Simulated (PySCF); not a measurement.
Ionising CI

r²SCAN0; basis C aug-cc-pVDZ, I aug-cc-pVDZ-PP with ECP28; scalar-relativistic core potentials; PySCF 2.14. Neutral (UKS): doublet (π ↑), Re = 2.044 Å, ωe = 641 cm⁻¹, De = 2.74 eV, HOMO -6.81 eV, LUMO -3.62 eV.

CI⁺ (UKS): singlet (closed shell), Re = 1.911 Å, ωe = 859 cm⁻¹, De = 4.44 eV to C + I⁺. The energies at the minima are -333.70079 hartree for CI and -333.37420 for CI⁺.

(1) Work out the adiabatic ionisation energy, without and with harmonic zero-point energies (1 hartree = 27.2114 eV, 1 eV = 8065.5 cm⁻¹), and the change of the bond length.

These are scalar-relativistic numbers at best; spin–orbit coupling would shift them, the dissociation energy most. For an ion De counts to the pair picked by the measured ionisation energies or electron affinities, which need not be the lowest pair at this level. States were picked by a PBE0 search and need not be the measured ground states.

Answers

(1) At r²SCAN0: 0.32659 hartree = 8.887 eV between the minima; the zero-point term (859.0 − 641.0)/2 cm⁻¹ = +0.014 eV makes it 8.900 eV. Re changes by -13.3 pm against the neutral. The electron leaves a π orbital, and the shorter bond of the ion fits an antibonding orbital, or a change in how ionic the bond is.
